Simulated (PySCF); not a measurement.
PySCF input file for BH₂O₂, SMILES O[B]O (connectivity only; charge and spin as stated), charge +1, multiplicity 1, PBE-D3(BJ)/def2-TZVP. Coordinates come from a PBE-D3(BJ)/def2-TZVP optimisation. The spin state was assumed, not searched. The isomer is the one that the SMILES or the coordinates give; other isomers of the formula were not compared. Other conformers were not sampled.

```python
import numpy as np
from pyscf import gto, scf, dft, df
from pyscf.hessian import thermo

mol = gto.M(
    atom='''
    O     0.07682527   -1.26134310   -0.06011165
    B     0.00000000   -0.00000000    0.03059185
    O    -0.07682529    1.26134310   -0.06011163
    H    -0.39079260   -1.98372266    0.40441357
    H     0.39079274    1.98372267    0.40441344
    ''',
    basis='def2-TZVP',
    charge=1,
    spin=0,
    max_memory=1600,
    verbose=3,
)
mf = dft.RKS(mol, xc='pbe').density_fit(auxbasis='def2-universal-jkfit')
mf.disp = 'd3bj'
mf.grids.level = 3
mf.conv_tol = 1e-11
mf.max_cycle = 100
mf.kernel()

# analytic Hessian; the response equations are solved on a coarser grid
h, args, fine = mf.Hessian(), (mf.mo_energy, mf.mo_coeff, mf.mo_occ), mf.grids
h.max_memory = max(150, 2.5e-5 * df.make_auxmol(mol, mf.with_df.auxbasis).nao * mol.nelec[0] * (mol.nelec[0] + mol.nao))  # MB; small integral blocks
h1ao = h.make_h1(mf.mo_coeff, mf.mo_occ)
mf.grids = dft.Grids(mol).set(level=1).build(with_non0tab=True)
mo1, mo_e1 = h.solve_mo1(*args, h1ao)
mf.grids = fine
hess = h.hess_elec(*args, mo1, mo_e1, h1ao) + h.hess_nuc()
if mf.do_disp():
    hess += h.get_dispersion()
for i in range(mol.natm):  # the analytic DFT Hessian lacks the response of the grid: restore translational invariance
    hess[i, i] -= hess[i].sum(axis=0)
hess = (hess + hess.transpose(1, 0, 3, 2)) / 2
vib = thermo.harmonic_analysis(mol, hess, imaginary_freq=False)
thermo.dump_normal_mode(mol, vib)
th = thermo.thermo(mf, vib['freq_au'][vib['freq_au'] > 0], 298.15, 101325)
thermo.dump_thermo(mol, th)
g0 = mf.nuc_grad_method().set(verbose=0).kernel()

# dipole derivatives [dipole axis, atom, xyz] from the same response
r, irp = mol.intor('int1e_r'), mol.intor('int1e_irp').reshape(3, 3, mol.nao, mol.nao)
sl, dm0, ok = mol.aoslice_by_atom(), np.array(mf.make_rdm1()), []
dmu = np.einsum('a,xt->xat', mol.atom_charges(), np.eye(3))
for a, (_, _, p0, p1) in enumerate(sl):
    dmu[:, a] += 2 * np.einsum('xtij,ij->xt', irp[:, :, :, p0:p1], dm0.reshape(-1, mol.nao, mol.nao).sum(0)[:, p0:p1])
    for u, c, occ, f in [(mo1, mf.mo_coeff, mf.mo_occ, 4)]:
        dmu[:, a] -= f * np.einsum('tui,xuv,vi->xt', u[a], r, c[:, occ > 0], optimize=True)
L = vib['norm_mode']
ir = 974.8801 * (np.einsum('xat,kat->kx', dmu, L) ** 2).sum(1)       # km/mol
apt = np.einsum('xax->a', dmu) / 3
print('mode   freq/cm-1   IR/(km/mol)')
for k, w in enumerate(vib['freq_wavenumber']):
    print(f'{k + 1:4d} {w:11.2f} {ir[k]:13.3f}')
print('max |gradient| / (hartree/bohr):', abs(g0).max())
print('APT charges:', apt.round(4))
```

Output:

```
converged SCF energy = -176.158780785281

WARN: DFTD3 does not support analytical Hessian, using finite difference


WARN: Mole.unit (angstrom) is changed to Bohr

Mode                                 0                   1                   2
Irrep
Freq [cm^-1]                      316.2733            420.1239            420.6507
Reduced mass [au]                   1.2416              2.6254              2.4655
Force const [Dyne/A]                0.0732              0.2730              0.2570
Char temp [K]                     455.0469            604.4647            605.2227
Normal mode                   x     y     z       x     y     z       x     y     z
       0   O                 0.05 -0.01  0.05    0.06  0.02  0.01   -0.01  0.03 -0.05
       1   B                 0.00  0.00 -0.07   -0.23 -0.01 -0.00   -0.00 -0.00  0.22
       2   O                -0.05  0.01  0.05    0.06  0.02 -0.01    0.01 -0.03 -0.05
       3   H                -0.48  0.04 -0.40    0.33 -0.21 -0.07    0.02 -0.19 -0.37
       4   H                 0.48 -0.04 -0.40    0.33 -0.21  0.07   -0.02  0.19 -0.37
Mode                                 3                   4                   5
Irrep
Freq [cm^-1]                      625.7467            644.5670           1052.0157
Reduced mass [au]                   1.5083              1.4888              7.2241
Force const [Dyne/A]                0.3480              0.3644              4.7106
Char temp [K]                     900.3102            927.3885           1513.6163
Normal mode                   x     y     z       x     y     z       x     y     z
       0   O                 0.06 -0.03 -0.04   -0.04  0.02  0.06   -0.00  0.17  0.01
       1   B                -0.13  0.01 -0.00    0.00 -0.00 -0.12   -0.00 -0.00 -0.02
       2   O                 0.06 -0.03  0.04    0.04 -0.02  0.06    0.00 -0.17  0.01
       3   H                -0.25  0.39  0.32    0.31 -0.39 -0.27   -0.02  0.20  0.01
       4   H                -0.25  0.39 -0.32   -0.31  0.39 -0.27    0.02 -0.20  0.01
Mode                                 6                   7                   8
Irrep
Freq [cm^-1]                     2037.3526           3661.4003           3680.6380
Reduced mass [au]                   8.8166              1.0712              1.0730
Force const [Dyne/A]               21.5617              8.4610              8.5647
Char temp [K]                    2931.2968           5267.9399           5295.6186
Normal mode                   x     y     z       x     y     z       x     y     z
       0   O                -0.00  0.08  0.00    0.02  0.03 -0.02   -0.02 -0.04  0.02
       1   B                 0.00 -0.26 -0.00    0.00 -0.01 -0.00    0.00 -0.00  0.00
       2   O                -0.00  0.08 -0.00    0.02  0.03  0.02    0.02  0.04  0.02
       3   H                -0.01  0.12  0.02   -0.32 -0.51  0.32    0.32  0.51 -0.32
       4   H                -0.01  0.12 -0.02   -0.32 -0.51 -0.32   -0.32 -0.51 -0.32
temperature 298.1500 [K]
pressure 101325.00 [Pa]
Rotational constants [GHz] 562.65616 8.51894 8.51690
Symmetry number 2
Zero-point energy (ZPE) 0.02929 [Eh]   76912.514 [J/mol]
                           tot       elec      trans        rot        vib
Entropy [J/mol/K]       249.061      0.000    156.172     76.262     16.627
Cv [J/mol/K]             53.165      0.000     12.472     12.472     28.221
Cp [J/mol/K]             61.479      0.000     20.786     12.472     28.221
Internal energy [J/mol]                      3718.434   3718.434  80310.582
Internal energy [Eh]   -176.12536  -176.15878
Enthalpy [J/mol]                             6197.391   3718.434  80310.582
Enthalpy [Eh]          -176.12442
Gibbs free energy [J/mol]                  -40365.429 -19018.983  75353.141
Gibbs free energy [Eh] -176.15270
mode   freq/cm-1   IR/(km/mol)
   1      316.27       182.310
   2      420.12        69.657
   3      420.65         2.585
   4      625.75       415.534
   5      644.57       106.154
   6     1052.02         0.030
   7     2037.35       445.179
   8     3661.40       942.817
   9     3680.64       116.077
max |gradient| / (hartree/bohr): 1.0857930751650761e-05
APT charges: [-0.6939  1.3625 -0.6939  0.5126  0.5127]
```

The calculation finished and met its thresholds.

Cost: around 30 core-seconds (rough).
